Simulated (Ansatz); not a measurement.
Stepwise reaction of `C[N](C)[Ga]([OH])[N](C)C` with hydrogen chloride, as a gas-phase model of exchange steps in deposition or etching. ΔE in kJ/mol.

Program: Ansatz. Geometries: PBE0-D4/def2-TZVP. ΔE: electronic, gas phase. CCSD(T)/CBS adds triple-zeta CCSD(T) − MP2 to the extrapolated MP2 energy (def2 sets, frozen cores). This one scheme is used for every species. DFT in def2-TZVPP. B3LYP here is the variant with VWN-RPA as its local correlation; programs differ in this. For Ga outer-core shells are correlated without core-valence functions, which leaves a few kJ/mol of doubt a bond. Scalar relativity is left out up to krypton. One conformer a species, not always the lowest.

```csv
step,reaction,PBE-D4,B3LYP-D4,ωB97M-V,CCSD(T)/CBS
1,`C[N](C)[Ga]([OH])[N](C)C` + HCl → `C[N](C)[Ga]([OH])[Cl]` + `CNC`,-99.5,-99.8,-103.3,-95.1
2,`C[N](C)[Ga]([OH])[Cl]` + HCl → `[OH][Ga]([Cl])[Cl]` + `CNC`,-66.7,-66.8,-70.9,-60.6
```

Task: By hand: ΔE of the 2 steps together at CCSD(T)/CBS.

Result: (-95.1) + (-60.6) = -155.7 kJ/mol, or -77.8 kJ/mol a step.

In ΔE each step is higher than the one before. All are downhill at CCSD(T)/CBS. PBE-D4 differs from CCSD(T)/CBS by -6.1 to -4.4 kJ/mol a step. Only this route is followed, and other bonds may react first. Isolated molecules leave out the surface, adducts and barriers. Largest T1 diagnostic: 0.013.
